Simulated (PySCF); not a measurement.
# A thermochemical cycle for SrTe

CCSD(T) in PySCF with def2-SVP on every atom (core potentials on Sr, Te), for the lowest determinant that a PBE0 search found; no spin–orbit coupling. SrTe, a singlet (closed shell), has De = 1.96 eV to neutral atoms, and SrTe⁺, a doublet (π ↑), has De = 1.65 eV to Sr⁺ + Te.

The adiabatic ionisation energy of SrTe, between the minima, is 5.85 eV.

Task: Which ionisation energy of the Sr atom does this level give?

Result: IE(Sr) = IE(molecule) + De(ion) − De(neutral) = 5.85 + 1.65 − 1.96 = 5.54 eV; the measured value is 5.695 eV (NIST ASD).

Correlated steps freeze 4 core orbitals. Correlated levels converge slowly with the basis: in double zeta they bind strong bonds too weakly, by up to about 1 eV, and carry superposition errors of some tenths. These are scalar-relativistic numbers at best; spin–orbit coupling would shift them, the dissociation energy most. For an ion De counts to the pair picked by the measured ionisation energies or electron affinities, which need not be the lowest pair at this level. Where the molecule has an RHF reference, its open-shell atoms are computed with UHF. The CCSD T1 diagnostic is raised in SrTe, a sign that a single reference may not be enough there. States were picked by a PBE0 search and need not be the measured ground states.
